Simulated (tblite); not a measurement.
Compound: C3H13B3N2.
Numbering: `[BH2:1][N@@H+:2]1[BH2-:3][NH2+:4][B@@H-:5]1[CH:6]1[CH2:7][CH2:8]1` (hydrogens: H9, H10 on B1; H11 on N2; H12, H13 on B3; H14, H15 on N4; H16 on B5; H17 on C6; H18, H19 on C7; H20, H21 on C8)

Computed with GFN2-xTB (tblite), gas phase: L-BFGS steps from a force-field or distance-geometry start until the largest atomic force falls under 0.01 eV/Å.

At the end of the run (lengths in Å): N2–B5 1.630, N2–B3 1.632, B1–N2 1.429, N2–H11 1.011, C8–H21 1.080, B3–N4 1.576, C7–H19 1.080, B5–C6–C8 120.7°, N2–B3–N4 94.0°, N2–B5–N4 93.8°, B1–N2–B5 123.2°, B1–N2–B3–N4 -126°, N2–B3–N4–B5 1°, B3–N4–B5–C6 117°, H9–B1–N2–B3 54°, H11–N2–B1–H9 -179°.

**Question.** These geometries were met on the way; a selection of coordinates is given. Order them by energy above the end point, lowest first.
A. N2–B5 1.638, N2–B3 1.617, B1–N2 1.406, N2–H11 1.005, C8–H21 1.072, B3–N4 1.579, C7–H19 1.072, B5–C6–C8 110.0°, N2–B3–N4 90.4°, N2–B5–N4 89.9°, B1–N2–B5 123.3°, B1–N2–B3–N4 -148°, N2–B3–N4–B5 25°, B3–N4–B5–C6 93°, H9–B1–N2–B3 21°, H11–N2–B1–H9 150°
B. N2–B5 1.653, N2–B3 1.614, B1–N2 1.427, N2–H11 1.015, C8–H21 1.077, B3–N4 1.585, C7–H19 1.079, B5–C6–C8 115.2°, N2–B3–N4 92.6°, N2–B5–N4 91.3°, B1–N2–B5 124.2°, B1–N2–B3–N4 -147°, N2–B3–N4–B5 22°, B3–N4–B5–C6 98°, H9–B1–N2–B3 34°, H11–N2–B1–H9 168°
C. N2–B5 1.640, N2–B3 1.590, B1–N2 1.428, N2–H11 1.012, C8–H21 1.077, B3–N4 1.581, C7–H19 1.079, B5–C6–C8 111.6°, N2–B3–N4 91.4°, N2–B5–N4 89.6°, B1–N2–B5 126.0°, B1–N2–B3–N4 -151°, N2–B3–N4–B5 23°, B3–N4–B5–C6 95°, H9–B1–N2–B3 34°, H11–N2–B1–H9 163°
D. N2–B5 1.504, N2–B3 1.524, B1–N2 1.507, N2–H11 1.053, C8–H21 1.120, B3–N4 1.537, C7–H19 1.115, B5–C6–C8 109.9°, N2–B3–N4 86.8°, N2–B5–N4 86.7°, B1–N2–B5 117.1°, B1–N2–B3–N4 -147°, N2–B3–N4–B5 27°, B3–N4–B5–C6 91°, H9–B1–N2–B3 8°, H11–N2–B1–H9 136°
E. N2–B5 1.578, N2–B3 1.587, B1–N2 1.434, N2–H11 1.024, C8–H21 1.102, B3–N4 1.576, C7–H19 1.090, B5–C6–C8 109.4°, N2–B3–N4 88.9°, N2–B5–N4 88.9°, B1–N2–B5 118.9°, B1–N2–B3–N4 -146°, N2–B3–N4–B5 26°, B3–N4–B5–C6 91°, H9–B1–N2–B3 10°, H11–N2–B1–H9 138°

**Answer.** B (0.148 eV), C (0.249 eV), A (0.412 eV), E (0.755 eV), D (1.301 eV).

```
step  E above end (eV)  rms distance from the end, all atoms (Å)  largest force (eV/Å)  rms shift of all bonds from the end (Å)
  13             0.148                                     0.497                 0.228                                    0.007
   6             0.249                                     0.522                 0.320                                    0.010
   3             0.412                                     0.529                 1.053                                    0.012
   1             0.755                                     0.536                 1.942                                    0.019
   0             1.301                                     0.539                 5.014                                    0.046
```

Rows stand in the order of the answer.
